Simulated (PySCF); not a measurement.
Point-charge models of `N#CC[C@@H]1C[C@@H]1[SiH2]P` against its computed dipole.

Coordinates (GFN2-xTB, Å) and charges (e) from the PBE0/pcSseg-1 density (PySCF):

```csv
atom,x,y,z,Mulliken,IAO,Hirshfeld,ESP-fitted
N1,-3.772,0.489,1.513,-0.2461,-0.2523,-0.2345,-0.4956
C2,-2.654,0.350,1.320,+0.0802,+0.1466,+0.0860,+0.4409
C3,-1.247,0.191,1.054,-0.1736,-0.2961,-0.0425,-0.4032
C4,-0.891,0.795,-0.291,-0.2476,-0.1142,-0.0293,+0.1617
C5,-0.960,-0.039,-1.527,-0.1268,-0.2773,-0.0823,-0.4900
C6,0.380,0.393,-0.991,-0.4861,-0.4206,-0.1324,-0.0912
Si7,1.588,-0.869,-0.273,+0.4315,+0.5763,+0.2889,+0.3071
P8,2.208,-0.182,1.772,-0.2350,-0.1177,-0.0090,-0.3744
H9,-1.007,-0.875,1.071,+0.1742,+0.1727,+0.0608,+0.1780
H10,-0.683,0.683,1.855,+0.2001,+0.1836,+0.0551,+0.1445
H11,-1.190,1.834,-0.379,+0.1417,+0.1552,+0.0529,+0.0708
H12,-1.235,-1.078,-1.420,+0.1369,+0.1465,+0.0486,+0.1779
H13,-1.325,0.408,-2.439,+0.1415,+0.1581,+0.0551,+0.1808
H14,0.854,1.194,-1.549,+0.1556,+0.1604,+0.0488,+0.0904
H15,0.952,-2.182,-0.099,-0.0370,-0.1157,-0.0754,-0.0438
H16,2.701,-1.006,-1.220,-0.0447,-0.1092,-0.0768,-0.1005
H17,2.948,0.898,1.325,+0.0630,+0.0001,-0.0082,+0.1076
H18,3.323,-0.995,1.841,+0.0722,+0.0034,-0.0057,+0.1389
```

Task: Compute μ = Σ q r for each scheme (1 e·Å = 4.803 D) and compare with the dipole of the full density.

Result: The full density gives (4.18, -0.13, -2.06) D, 4.66 D in size; dipole vectors point from the negative to the positive end.

| scheme | μx | μy | μz | size (D) | share of the full size (%) | angle to the full dipole (°) |
| --- | --- | --- | --- | --- | --- | --- |
| Mulliken | 3.95 | -1.87 | -1.14 | 4.51 | 97 | 25 |
| IAO | 3.19 | -0.66 | -1.04 | 3.42 | 73 | 12 |
| Hirshfeld | 3.01 | -0.31 | -0.80 | 3.13 | 67 | 12 |
| ESP-fitted | 4.21 | -0.16 | -2.04 | 4.68 | 100 | 1 |

Task: Which set comes closest?

Result: Length of the difference vector: ESP-fitted 0.05 D, IAO 1.51 D, Hirshfeld 1.72 D, Mulliken 1.98 D. Closest: ESP-fitted. The schemes that divide the density aren't constrained to reproduce the dipole.

Task: What is left for the Hirshfeld atoms' own dipoles?

Result: The shares of the density sum to the whole, so what Σ q r misses lies in dipoles about the nuclei. The atomic dipoles sum to (4.18, -0.13, -2.06) − (3.01, -0.31, -0.80) = (1.17, 0.18, -1.26) D, 1.72 D in size.

Task: With the origin at the mean of the coordinates, (0.000, 0.000, 0.087) Å, which are the largest single terms, by size, of the IAO dipole along the direction of the full one?

Result: N1 +4.88, Si7 +4.45, C3 +2.21, C2 -2.07, C6 -1.63 D; all 18 atoms together +3.34 D. The single terms depend on the origin, their sum doesn't.

Task: Give the size of the full dipole in other units.

Result: 4.66 D = 1.833 au = 0.970 e·Å = 15.54 × 10⁻³⁰ C·m.

Geometry: GFN2-xTB, one conformer, isolated molecule.

The values belong to the conformer `[N:1]#[C:2][CH2:3][C@@H:4]1[CH2:5][C@@H:6]1[SiH2:7][PH2:8]`: C2–C3–C4–C5 -90°, C5–C6–Si7–P8 -127°, H–P8–Si7–C6 -69°, H–P8–Si7–C6 -162°.
